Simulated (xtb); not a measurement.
xtb input:

```bash
xtb mol.xyz --gfn 1 --sp --chrg 1 --uhf 0
```
mol.xyz:
```
12

Si    -0.22616666    -0.00386913    -0.74656501
Br     0.07976918     0.06910528     1.42134257
N      1.58770873    -0.24708024    -1.30538619
N     -0.63497342     1.37235197    -1.61718593
N     -1.07144936    -1.36530419    -1.21538620
H      1.64396133    -0.30692492    -2.32421359
H      2.20520408     0.50945542    -1.00477947
H     -1.60089990     1.52123349    -1.87589094
H     -0.15397762     2.25508396    -1.52006489
H     -1.50073663    -1.47144084    -2.12239775
H     -1.35663364    -2.07848406    -0.56217880
H      1.96849251    -1.11321287    -0.91984650
```

Q: Which total energy does the run end on?

A: -18.87328 Eh (GFN1-xTB).

It need not be the lowest isomer of its formula.
